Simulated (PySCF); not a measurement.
## Radial density of Bi⁺ (bismuth, charge +1)

PW91, [Xe] 4f14 5d10 6s1 6p2 6d1, one real determinant (an excited configuration). Computed with PySCF 2.14 in aug-cc-pVTZ-PP with ECP60MDF (6s5p4d2f, 55 functions), with a scalar-relativistic core potential. This is the valence pseudo-density: the core potential removes the inner electrons and smooths the orbitals near the nucleus.

```json
{"r (bohr)": "0.00953", "4πr²ρ (e/bohr)": "1.511e-05", "4πr²(ρα − ρβ)": "0.0000"}
{"r (bohr)": "0.0160", "4πr²ρ (e/bohr)": "3.701e-05", "4πr²(ρα − ρβ)": "0.0000"}
{"r (bohr)": "0.0270", "4πr²ρ (e/bohr)": "7.267e-05", "4πr²(ρα − ρβ)": "0.0000"}
{"r (bohr)": "0.0453", "4πr²ρ (e/bohr)": "0.0001015", "4πr²(ρα − ρβ)": "0.0000"}
{"r (bohr)": "0.0763", "4πr²ρ (e/bohr)": "0.0001846", "4πr²(ρα − ρβ)": "0.0000"}
{"r (bohr)": "0.128", "4πr²ρ (e/bohr)": "0.001078", "4πr²(ρα − ρβ)": "0.0000"}
{"r (bohr)": "0.216", "4πr²ρ (e/bohr)": "0.01588", "4πr²(ρα − ρβ)": "0.0005"}
{"r (bohr)": "0.363", "4πr²ρ (e/bohr)": "0.5172", "4πr²(ρα − ρβ)": "0.0215"}
{"r (bohr)": "0.611", "4πr²ρ (e/bohr)": "10.91", "4πr²(ρα − ρβ)": "0.3275"}
{"r (bohr)": "1.03", "4πr²ρ (e/bohr)": "20.10", "4πr²(ρα − ρβ)": "-0.0126"}
{"r (bohr)": "1.73", "4πr²ρ (e/bohr)": "5.376", "4πr²(ρα − ρβ)": "1.3742"}
{"r (bohr)": "2.91", "4πr²ρ (e/bohr)": "1.344", "4πr²(ρα − ρβ)": "1.2172"}
{"r (bohr)": "4.89", "4πr²ρ (e/bohr)": "0.2817", "4πr²(ρα − ρβ)": "0.2815"}
{"r (bohr)": "8.22", "4πr²ρ (e/bohr)": "0.02508", "4πr²(ρα − ρβ)": "0.0251"}
```

⟨L²⟩ = 7.85 against 12 for a pure F term, so this real determinant mixes terms. Energies and moments cover only the electrons outside the core potential. Spin-orbit coupling is strong in this species (close to jj coupling), so the high-spin LS determinant is a model state, not a physical level. The outer electron is Rydberg-like, and this basis confines it to a smaller radius and binds it less than a complete one would.

Task: Where is the radial spin density 4πr²(ρα − ρβ) most negative, and why is it negative at all?

Result: Around r = 1.03 bohr, down to -0.0126 e/bohr: exchange with the open shell polarises the paired shells in an unrestricted calculation.
